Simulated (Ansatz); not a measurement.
## Energy profile

The step: GeSiH₆O ([SiH3][OH][GeH2]) → GeSiH₄O ([SiH3][O][GeH]) + H₂; bonds formed: H2–H6; dative contacts that become bonds: Ge1–O3; bonds broken: Ge1–H6, H2–O3 (atoms numbered as in the saddle structure below).

```
9
angstrom
Ge -0.3448 -1.8709 0.3731
H -0.6971 -0.2064 1.1188
O -0.4714 0.0884 -0.1310
Si 0.7640 1.0176 -0.7029
H -1.9112 -2.0333 0.1521
H -0.7508 -0.8837 1.8300
H 1.4009 0.3206 -1.8528
H 1.7917 1.2410 0.3513
H 0.2186 2.3269 -1.1388
```

Electronic energies by CCSD(T) at an estimated basis limit (MP2 extrapolated from triple and quadruple zeta, plus CCSD(T) − MP2 in triple zeta), on PBE0-D4/def2-TZVP structures; GeSiH6O, closed shell; no counterpoise correction. Program: Ansatz 0.2.0. Basis: def2-TZVPP and def2-QZVPP. Cores are frozen in the correlated methods. Filled d shells of the heavier atoms are correlated. The def2 sets are not built for correlating such inner shells, so the correlated values are less sure here. Extrapolation: Hartree–Fock as exp(−7.88 √X), correlation as X^−2.97.

(1) Give the profile in kJ/mol, counted from the start structure. (To be estimated.)

No T1 diagnostic of these runs exceeds 0.015. The restricted Hartree–Fock reference is unstable towards an unrestricted one at one or more of these structures.

Results:

(1) By the calculation:
| point | kJ/mol |
| --- | --- |
| start structure | 0.0 |
| saddle | 87.0 |
| end structure | -24.8 |
| separated: GeSiH4O (linked as [SiH3][O][GeH]; Ge1, O3, Si4, H5, H7, H8, H9; singlet) + H2 (H2, H6; singlet) | -19.9 |

For scale, one of the runs: CCSD(T)/def2-TZVPP, 205 basis functions (an equivalent command: `ansatz run in.yaml --threads 4`). The run took 69 s on 4 CPU threads (shared host), with 2.6 GiB of host memory at its peak.
